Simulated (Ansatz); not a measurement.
Problem. Name a neutral molecule of Br, Se, Si and H with LUMO energy (ωB97M-V/def2-TZVPP) between 1.15 and 1.45 eV and HOMO energy (PBE0/def2-TZVPP) between -7.45 and -7.15 eV (Ansatz, PBE0-D4/def2-TZVP geometry).

Solution. `[SeH][SiH2]Br` (1.30 eV, -7.44 eV). Other molecules can fit too; these were computed, each in one conformer that needn't be the lowest.
